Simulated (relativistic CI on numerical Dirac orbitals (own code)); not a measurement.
**Ir⁶⁺ (5d3) in a crystal field**

Calculated by Dirac-Coulomb-Breit CI, separate exchange-only KLI orbitals for each configuration, QED by a radiative potential, valence Slater integrals scaled by 0.9, one configuration in a parametric crystal field (own radial code). With so little scaling, terms lie 10 to 35 % too far apart, which can change the order of excited levels.

Field parameters in Wybourne normalisation: Oh B⁴₀ = 21Dq, B⁴₄ = √(5/14) B⁴₀. The field is a parameter set, without covalency.

S is read from ⟨S²⟩ = S(S + 1).

Levels (cm⁻¹, degeneracy): 0 (4), 15621 (4), 18297 (4), 19920 (2), 29397 (2), 31565 (4), 35071 (2), 36116 (4), 37188 (4), 37930 (2), 43561 (2), 46354 (4).

Q: Which field gives this pattern?
A. Oh, 10Dq = 41950 cm⁻¹
B. Oh, 10Dq = 33950 cm⁻¹
C. Oh, 10Dq = 18000 cm⁻¹
D. Oh, 10Dq = 10000 cm⁻¹

A: B. Oh, 10Dq = 33950 cm⁻¹, ground level with S = 1.44.
